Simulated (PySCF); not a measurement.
F2GeH4Si, SMILES F[SiH](F)[GeH3].

Geometry optimised at PBE0-D3(BJ)/def2-SVP. This is a generated structure with no PubChem entry under its InChIKey; it may be hypothetical.

Level of theory: PBE/def2-TZVP in PySCF.

Isolated molecule, no solvent.

```
Quantity                                                                                                       Result
---------------------------------------------------------------------------------------------  ----------------------
total energy                                                                                      -2568.14962 hartree
point group                                                                                                        Cs
highest occupied level                                                                                       -7.34 eV
lowest empty level                                                                                           -1.17 eV
orbital gap                                                                                                   6.18 eV
dipole moment                                                                                                  1.62 D
quadrupole, principal values (traceless, Buckingham form, about the centre of nuclear charge)  -2.51, -1.62, 4.13 D·Å
mean static polarisability                                                                       58.6 bohr³ (8.69 Å³)
polarisability, principal values                                                               52.7, 53.7, 69.6 bohr³
```
